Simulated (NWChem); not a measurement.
# SiH₄SO; SMILES O[SiH2]S

```xyz
7

Si    -0.4834     0.5741     0.0240
O      0.7303     1.7082     0.0041
S      0.2297    -1.4457    -0.0968
H     -1.2073     0.8225     1.2959
H     -1.3893     0.6745    -1.1568
H      1.3356     1.6755    -0.7433
H      0.8787    -1.4121     1.0885
```
Atoms are numbered in this order, from 1.

Computed with NWChem. All runs use the structure optimised with PBE0/def2-SVP. GIAO values for the isolated, static molecule; σ is the absolute isotropic shielding, δ = σ(reference) − σ with the isolated reference molecule computed at the same levels (1H: tetramethylsilane, 17O: water, 29Si: tetramethylsilane).

For level PBE/pcSseg-1:

```yaml
"δ Si1 (ppm)": -12.7
"δ O2 (ppm)": 64.6
"σ S3 (ppm)": 644.0
"δ H4 (ppm)": 5.45
"δ H5 (ppm)": 5.49
"δ H6 (ppm)": 0.97
```

Task: Estimate the same quantities for level BHandHLYP/pcSseg-1.

Result: 
- δ Si1 (ppm) = -15.7
- δ O2 (ppm) = 46.9
- σ S3 (ppm) = 675.8
- δ H4 (ppm) = 4.94
- δ H5 (ppm) = 4.93
- δ H6 (ppm) = 1.27
